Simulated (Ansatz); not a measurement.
`[F][Hf]([F])([F])[Cl]` and `[F][Hf]([F])([Cl])[I]` differ in one atom or group.

Ansatz, PBE0-D4/def2-TZVP geometries, multiplicity 1. 

Elements past krypton have def2 core potentials.

```csv
property,`[F][Hf]([F])([F])[Cl]`
LUMO energy (B3LYP/def2-TZVPP) / eV,-1.33
size of the dipole moment (ωB97M-V/def2-TZVPP) / D,0.06
LUMO energy (PBE0/def2-TZVPP) / eV,-1.08
HOMO–LUMO gap (PBE0/def2-TZVPP) / eV,8.95
size of the dipole moment (B3LYP/def2-TZVPP) / D,0.02
HOMO energy (B3LYP/def2-TZVPP) / eV,-9.74
```

(1) What does the change do to each property? (Estimate.)

Answers

(1) Computed: 
```tsv
property	`[F][Hf]([F])([Cl])[I]`	shift
LUMO energy (B3LYP/def2-TZVPP) / eV	-2.10	-0.77
size of the dipole moment (ωB97M-V/def2-TZVPP) / D	0.14	0.08
LUMO energy (PBE0/def2-TZVPP) / eV	-1.91	-0.83
HOMO–LUMO gap (PBE0/def2-TZVPP) / eV	6.49	-2.46
size of the dipole moment (B3LYP/def2-TZVPP) / D	0.35	0.33
HOMO energy (B3LYP/def2-TZVPP) / eV	-8.14	1.60
```

With PBE0 the HOMO rises by 1.63 eV and the LUMO falls by 0.83 eV, so the gap narrows by about 2.46 eV. PBE moves the HOMO by 1.31 eV and ωB97M-V by 1.83 eV. Dipoles are sizes alone; their direction can turn.

B3LYP here is the variant with VWN-RPA as its local correlation; programs differ in this.

Spin–orbit coupling is left out; it splits and shifts lone-pair levels of the heavy atoms by tenths of an eV.
